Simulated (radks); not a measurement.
Values are calculated unless marked as measured or tabulated.
Q: Dipole-allowed excitations along the series with 4 electrons in [He] 2s2. Code: a radial shooting solver on a logarithmic mesh with Libxc functionals. Model: scalar-relativistic Kohn-Sham, exchange-only LDA, spin-unpolarised, spherical densities, finite nucleus; Fermi nuclear charge, rms radius of each element as measured or else 0.836 A^(1/3) + 0.57 fm. Time-dependent linear response with the Hartree and adiabatic exchange-only LDA kernel, continuum included through the Sternheimer equations, no spin-orbit coupling, so fine structure and intercombination lines are absent. Lines are the poles of the dipole polarisability below minus the highest occupied eigenvalue, found on a grid refined at the orbital gaps; the lowest seven at most are given, and weak or close lines can be missed. The first line takes the name of the lowest orbital gap if no other gap lies below it; otherwise a line is named after a gap within 0.6 % of it, if that gap stands alone.

| species | -e(HOMO) (eV) | lowest orbital gap (eV) | first line (eV) | f | strongest line (eV) | its f | static alpha (bohr^3) |
|---|---|---|---|---|---|---|---|
| Ne6+ | 189.80 | 2s-2p 17.740 | 24.668 (2s-2p) | 0.367 | 123.00 (2s-3p) | 0.490 | 0.4858 |
| Mg8+ | 306.51 | 2s-2p 22.546 | 31.121 (2s-2p) | 0.297 | 192.75 (2s-3p) | 0.557 | 0.2441 |
| Al9+ | 375.19 | 2s-2p 25.009 | 34.408 (2s-2p) | 0.271 | 233.38 (2s-3p) | 0.582 | 0.1819 |
| Si10+ | 450.76 | 2s-2p 27.525 | 37.751 (2s-2p) | 0.251 | 277.88 (2s-3p) | 0.603 | 0.1390 |

Estimate the first line of P11+, its oscillator strength and the static polarisability.

A: 41.160 eV (2s-2p), f = 0.233, alpha = 0.1085 bohr^3.
